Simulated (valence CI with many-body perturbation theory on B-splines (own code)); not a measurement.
# E1 transitions of Cd XLII

Computed by relativistic CI+MBPT: five valence electrons over a frozen Dirac-Fock core [He], a basis of 11 s, 11 p, 10 d, 8 f, 5 g, 2 h functions for each j, with the one-electron correlation potential Σ1 (screened to all orders), the two-electron term Σ2, the three-electron term Σ3, Breit, model QED; selected single and double excitations, second order for the rest, scaled by the run's own slope (own B-spline code, finite nucleus).

No measured spectrum was set against this ion. As an estimate, large intervals hold to a few tenths of a per cent, small ones and those within an open d or f shell to about a per cent. Among the levels kept, up to 7100 cm⁻¹ of a level comes from second order outside the variational space, and about a tenth of that is noise between levels of different J, which matters for small intervals.

Lines 201 to 250 of 597 in falling wavelength, among levels below 4473.0 eV, chosen from the strongest by gf and those to the six lowest levels. Wavelengths and rates use the calculated energies. Electric multipoles are in the length gauge, E1 and E2 with the static RPA response of the core. Weak lines are less certain than strong ones. Lines between different terms over intervals too small for the method are left out, as are lines whose strength nearly cancels. Where a level lies close to another of its J and parity, the split of strength between their lines is uncertain. The highest levels of a list are the least certain.

Levels are named by their leading jj configuration (3d3/2^4 stands for four electrons in 3d with j = 3/2), which in mixed levels can hold well under half, so a name can repeat and another be missing. Letters in brackets count levels of one name in rising energy.

```csv
λ vac (nm),Upper,Lower,A (s⁻¹),log gf,Branch %
3.173,(2s 2p1/2 2p3/2^3) J=3/2 [a],(2s^2 2p1/2 2p3/2^2) J=3/2,3.13e+11,-0.72,90.9
3.171,(2s 2p3/2^3 3p3/2) J=5/2,(2s^2 2p3/2^2 3p3/2) J=5/2,1.67e+11,-0.82,0.4
3.171,(2p1/2^2 2p3/2^2 3p1/2) J=3/2,(2s 2p1/2^2 2p3/2 3p1/2) J=1/2,1.67e+11,-1.00,0.4
3.169,(2p1/2^2 2p3/2^2 3p1/2) J=5/2,(2s 2p1/2^2 2p3/2 3p1/2) J=3/2 [b],1.99e+11,-0.75,0.6
3.145,(2s 2p1/2 2p3/2^2 3d3/2) J=5/2 [f],(2s^2 2p1/2 2p3/2 3d5/2) J=5/2 [b],8.77e+10,-1.11,0.0
3.134,(2s 2p1/2^2 2p3/2 3d5/2) J=7/2,(2s^2 2p1/2 2p3/2 3s) J=5/2,9.58e+10,-0.95,0.2
3.127,(2s 2p1/2 2p3/2^2 3d5/2) J=9/2 [c],(2s^2 2p1/2 2p3/2 3d5/2) J=7/2 [b],8.74e+10,-0.89,8.7
3.109,(2p1/2^2 2p3/2^2 3s) J=3/2,(2s 2p1/2^2 2p3/2 3s) J=1/2,1.59e+11,-1.04,0.5
3.108,(2s 2p1/2 2p3/2^2 3p3/2) J=7/2 [c],(2s^2 2p1/2 2p3/2 3p3/2) J=5/2 [b],9.12e+10,-0.98,0.2
3.100,(2s 2p1/2 2p3/2^2 3d5/2) J=7/2 [d],(2s^2 2p1/2 2p3/2 3d5/2) J=7/2 [b],8.59e+10,-1.00,0.2
3.091,(2s 2p1/2 2p3/2^3) J=5/2,(2s^2 2p1/2 2p3/2^2) J=5/2,3.06e+11,-0.58,91.7
3.086,(2s 2p3/2^3 3s) J=3/2 [b],(2s^2 2p3/2^2 3s) J=1/2,1.64e+11,-1.03,0.7
3.080,(2s 2p1/2^2 2p3/2 3p3/2) J=5/2 [b],(2s^2 2p1/2^2 3p3/2) J=3/2,3.25e+11,-0.56,0.9
3.077,(2s 2p1/2 2p3/2^2 3d5/2) J=7/2 [e],(2s^2 2p1/2 2p3/2 3d5/2) J=7/2 [b],2.00e+11,-0.64,0.1
3.072,(2s 2p1/2^2 2p3/2 3d5/2) J=7/2,(2s^2 2p1/2^2 3d5/2) J=5/2,1.77e+11,-0.70,0.4
3.063,(2s 2p1/2 2p3/2^3) J=1/2,(2s^2 2p1/2 2p3/2^2) J=1/2,2.37e+11,-1.18,27.0
3.062,(2s 2p1/2 2p3/2^2 3d5/2) J=5/2 [e],(2s^2 2p1/2 2p3/2 3d5/2) J=3/2 [b],1.51e+11,-0.90,0.1
3.049,(2s 2p1/2^2 2p3/2 3d3/2) J=5/2 [b],(2s^2 2p1/2^2 3d3/2) J=3/2,2.75e+11,-0.64,2.3
3.048,(2s 2p1/2^2 2p3/2 3p1/2) J=1/2,(2s^2 2p1/2^2 3p1/2) J=1/2,3.61e+11,-1.00,2.1
3.047,(2s 2p1/2 2p3/2^2 3d5/2) J=3/2 [d],(2s^2 2p1/2 2p3/2 3d5/2) J=3/2 [b],1.56e+11,-1.06,0.2
3.043,(2s 2p1/2 2p3/2^2 3d5/2) J=5/2 [e],(2s^2 2p1/2 2p3/2 3d5/2) J=5/2 [b],1.44e+11,-0.92,0.1
3.041,(2s 2p1/2 2p3/2^2 3s) J=1/2 [a],(2s^2 2p1/2 2p3/2 3s) J=3/2 [a],3.12e+11,-1.06,1.7
3.036,(2s 2p1/2 2p3/2^2 3p3/2) J=5/2 [e],(2s^2 2p1/2 2p3/2 3p3/2) J=5/2 [b],2.95e+11,-0.61,4.5
3.033,(2s 2p1/2 2p3/2^2 3d3/2) J=5/2 [e],(2s^2 2p1/2 2p3/2 3d3/2) J=3/2 [b],1.01e+11,-1.08,0.1
3.033,(2s 2p1/2^2 2p3/2 3p1/2) J=3/2 [b],(2s^2 2p1/2^2 3p1/2) J=1/2,3.46e+11,-0.72,1.6
3.031,(2s 2p1/2^2 2p3/2 3s) J=1/2,(2s^2 2p1/2^2 3s) J=1/2,3.63e+11,-1.00,1.1
3.030,(2p1/2 2p3/2^4) J=1/2,(2s 2p1/2 2p3/2^3) J=3/2 [b],8.31e+11,-0.64,64.5
3.023,(2s 2p1/2^2 2p3/2 3d3/2) J=3/2 [b],(2s^2 2p1/2^2 3d3/2) J=3/2,3.09e+11,-0.77,0.2
3.023,(2s 2p1/2^2 2p3/2 3d5/2) J=5/2 [b],(2s^2 2p1/2^2 3d5/2) J=5/2,3.24e+11,-0.58,0.1
3.022,(2s 2p1/2 2p3/2^2 3d3/2) J=5/2 [f],(2s^2 2p1/2 2p3/2 3d5/2) J=5/2 [a],1.17e+11,-1.02,0.1
3.019,(2s 2p1/2^2 2p3/2 3p3/2) J=3/2 [b],(2s^2 2p1/2^2 3p3/2) J=3/2,3.52e+11,-0.72,1.0
3.017,(2s 2p1/2 2p3/2^2 3d3/2) J=7/2 [c],(2s^2 2p1/2 2p3/2 3d5/2) J=7/2 [a],7.74e+10,-1.07,0.7
3.011,(2s 2p1/2 2p3/2^2 3s) J=3/2 [b],(2s^2 2p1/2^2 3d5/2) J=5/2,2.04e+11,-0.95,0.2
3.009,(2s 2p1/2^2 2p3/2 3s) J=3/2 [b],(2s^2 2p1/2^2 3s) J=1/2,3.42e+11,-0.73,1.9
3.009,(2s 2p1/2 2p3/2^2 3p3/2) J=3/2 [c],(2s^2 2p1/2 2p3/2 3p3/2) J=5/2 [a],2.40e+11,-0.88,0.8
3.009,(2s 2p1/2 2p3/2^2 3p3/2) J=1/2 [a],(2s^2 2p1/2 2p3/2 3p3/2) J=3/2 [a],3.86e+11,-0.98,2.7
3.005,(2s 2p1/2 2p3/2^2 3s) J=3/2 [c],(2s^2 2p1/2^2 3d5/2) J=5/2,1.79e+11,-1.01,0.2
3.003,(2s 2p1/2 2p3/2^2 3d5/2) J=5/2 [d],(2s^2 2p1/2 2p3/2 3d3/2) J=7/2,2.49e+11,-0.70,0.5
3.002,(2s 2p1/2 2p3/2^2 3p3/2) J=7/2 [c],(2s^2 2p1/2 2p3/2 3p3/2) J=7/2,4.49e+11,-0.31,0.9
3.001,(2s 2p1/2 2p3/2^2 3s) J=3/2 [d],(2s^2 2p1/2 2p3/2 3s) J=3/2 [b],4.81e+11,-0.59,1.2
3.000,(2s 2p1/2 2p3/2^2 3d5/2) J=9/2 [c],(2s^2 2p1/2 2p3/2 3d5/2) J=9/2,3.88e+11,-0.28,38.5
2.996,(2s 2p1/2 2p3/2^2 3d3/2) J=7/2 [c],(2s^2 2p1/2 2p3/2 3d3/2) J=7/2,3.00e+11,-0.49,2.9
2.996,(2s 2p1/2 2p3/2^2 3d3/2) J=3/2 [f],(2s^2 2p1/2 2p3/2 3d3/2) J=3/2 [b],1.70e+11,-1.04,0.1
2.996,(2s 2p1/2 2p3/2^2 3p1/2) J=5/2 [c],(2s^2 2p1/2 2p3/2 3p1/2) J=5/2,5.02e+11,-0.39,2.0
2.995,(2s 2p1/2^2 2p3/2 3d3/2) J=1/2 [b],(2s^2 2p1/2^2 3d3/2) J=3/2,3.81e+11,-0.99,0.9
2.992,(2s 2p1/2^2 2p3/2 3p3/2) J=1/2 [b],(2s^2 2p1/2^2 3p3/2) J=3/2,3.69e+11,-1.00,10.3
2.986,(2s 2p1/2 2p3/2^2 3d3/2) J=3/2 [e],(2s^2 2p1/2 2p3/2 3d3/2) J=5/2 [b],2.71e+11,-0.84,0.2
2.985,(2s 2p1/2 2p3/2^2 3d3/2) J=1/2 [d],(2s^2 2p1/2 2p3/2 3d3/2) J=1/2 [b],4.08e+11,-0.96,0.1
2.979,(2s 2p1/2 2p3/2^2 3p1/2) J=3/2 [b],(2s^2 2p1/2 2p3/2 3p1/2) J=3/2 [a],3.97e+11,-0.67,1.3
2.979,(2s 2p1/2 2p3/2^2 3d3/2) J=5/2 [c],(2s^2 2p1/2 2p3/2 3d3/2) J=5/2 [a],1.51e+11,-0.92,0.2
```

Question: How does gf follow from A for the line at 3.109 nm?

Answer: gf = 1.4992 × (2J+1)_upper × A / σ², with σ = 3216397 cm⁻¹ and 2J+1 = 4: gf = 0.0919.
